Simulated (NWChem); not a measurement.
C2H5FSi; SMILES F/C=C\[SiH3]

Computed with NWChem. The geometry was optimised at PBE0/def2-SVP. Level: PBE0/def2-SVP with SMD (1 M gas to 1 M solution), gas-phase geometry. Reactions with the solvent are ignored.

### Question
Estimate the computed values for solvent n-hexane. Quantities: solvation free energy (kcal/mol); cavity-dispersion-structure term (kcal/mol); dipole in solution (D).

### Answer
```
Item                                         Value
-------------------------------------------  -----
solvation free energy (kcal/mol)              -1.1
cavity-dispersion-structure term (kcal/mol)    0.0
dipole in solution (D)                        1.72
```
